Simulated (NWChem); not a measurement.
Species: ZrO; SMILES [O]=[Zr]

```xyz
2

Zr     0.0000     0.0000    -0.2846
O      0.0000     0.0000     1.4524
```
Atoms are numbered in this order, from 1.

All runs: NWChem. All runs use the structure optimised with PBE0/def2-SVP. def2 effective core potentials on Zr; no spin-orbit coupling. Vertical excitations in the gas phase; the lowest state need not have the same character in each row.

```
level                basis functions  lowest excitation, singlet (eV)  oscillator strength of that lowest state  lowest state with f > 0.02, singlet (eV)  oscillator strength of that bright state  orbital gap (eV)
-------------------  ---------------  -------------------------------  ----------------------------------------  ----------------------------------------  ----------------------------------------  ----------------
PBE/def2-SVP, TDA                 45                             0.61                                     0.000                                      2.28                                     0.081              0.27
PBE/def2-TZVP, TDA                71                             0.62                                     0.000                                      2.27                                     0.081              0.28
PBE/def2-TZVPD, TDA               80                             0.62                                     0.000                                      2.25                                     0.075              0.28
```
